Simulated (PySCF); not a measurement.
# Vanadium: highly charged ions in a basis for the neutral atom

V¹⁵⁺ [He] 2s2 2p4, V¹⁶⁺ [He] 2s2 2p3. Calculation: PySCF 2.14, in pcseg-2; the non-relativistic Hamiltonian (point nucleus). No spin-orbit coupling, so a gap to NIST mixes the basis error with missing relativistic terms.

Changed run: basis of the neutral atom used for a highly charged ion. This setting is unsound on purpose.

| species | method | sound run (hartree) | changed run (hartree) | converged |
| --- | --- | --- | --- | --- |
| V¹⁵⁺ | UHF | not run | -802.93442 | yes |
| V¹⁵⁺ | PBE | not run | -802.96853 | yes |
| V¹⁶⁺ | UHF | not run | -763.88994 | yes |
| V¹⁶⁺ | PBE | not run | -763.83984 | yes |

Ionisation energy of V¹⁵⁺:

```csv
method,changed run (eV),NIST (eV)
UHF,1062.5,1062.9 ± 2
PBE,1064.7,1062.9 ± 2
r2SCAN,1064.9,1062.9 ± 2
```

The contracted functions were made for the neutral atom and can be too rigid for a highly charged ion.
